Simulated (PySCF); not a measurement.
## Dipole response of V²¹⁺ (vanadium, charge +21)

1s2, closed-shell 1S. Computed with PySCF 2.14 in an uncontracted even-tempered set (17 s from 20 bohr⁻², ratio 2.2; 7 p from 31 bohr⁻², ratio 2.4; 4 d from 93 bohr⁻², ratio 2.4; 3 f from 140 bohr⁻², ratio 2.4; 3 g from 210 bohr⁻², ratio 2.4), with scalar relativity by spin-free X2C-1e. Coupled (time-dependent) response in atomic units; α is the mean over directions.

| method | mean α (bohr³) | C₆ (like pair) | S(−4) |
| --- | --- | --- | --- |
| UHF | 3.332e-05 | 1.831e-07 | 7.459e-10 |
| PBE0 | 3.353e-05 | 1.847e-07 | 7.582e-10 |

S(−4) is the Cauchy moment in α(ω) = α(0) + S(−4) ω² + …

α(iu) at PBE0:

```
u (hartree)  α(iu) (bohr³)
          0      3.353e-05
       20.0      3.323e-05
       40.0      3.237e-05
       80.0      2.934e-05
        120      2.546e-05
        160      2.158e-05
        200      1.811e-05
        300      1.181e-05
        400      8.043e-06
        600      4.284e-06
       1000      1.751e-06
```

For an ion, C₆ is the dispersion term alone; charge-induced terms of lower order in 1/R come first.
